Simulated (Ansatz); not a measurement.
GenHm: binding per atom (eV) at several levels, gas phase, relaxed structures; Ansatz. Clusters are the lowest isomers that short searches found in that spin, judged at the geometry's level. Binding counts from free atoms in the multiplicity of their measured ground term, without zero-point energy. Singlets are spin-restricted. A dash marks a value that wasn't run or was left out as unsound. The structures are stationary points that may keep the symmetry of their start. Correlated methods freeze inner cores and use unrestricted references for open shells. Remarks come from the PBE and PBE0 runs and from stability tests at other levels; not every state was tested.

```csv
species,state,geometry,r2SCAN-D4/def2-TZVP,B3LYP-D4/6-31G,PBE0-D4/def2-SVP,PBE0-D4/def2-TZVP,MP2/def2-TZVP,remarks
Ge3H,doublet,PBE0-D4/def2-SVP,2.43,–,2.33,2.35,2.29,–
Ge2H2,singlet,r2SCAN-D4/def2-TZVP,2.31,2.12,2.25,2.26,2.15,–
Ge2H3,doublet,r2SCAN-D4/def2-TZVP,2.30,2.19,2.23,2.24,2.10,–
Ge2H4,singlet,r2SCAN-D4/def2-TZVP,2.42,–,2.36,2.36,2.24,–
Ge5H3,doublet,PBE0-D4/def2-SVP,2.75,2.47,2.67,2.68,2.66,–
Ge4H5,doublet,r2SCAN-D4/def2-SVP,2.61,2.46,2.55,2.55,–,–
Ge4H6,singlet,PBE-D4/def2-SVP,2.70,2.57,2.63,2.64,2.57,restricted SCF unstable in HF
Ge6H8,singlet,PBE0-D4/def2-SVP,2.72,2.57,2.66,2.66,–,restricted SCF unstable in HF
```

Task: Estimate the column for PBE-D4/def2-SVP.

Result: Ge3H 2.46; Ge2H2 2.32; Ge2H3 2.26; Ge2H4 2.39; Ge5H3 2.76; Ge4H5 2.58; Ge4H6 2.66; Ge6H8 2.69.
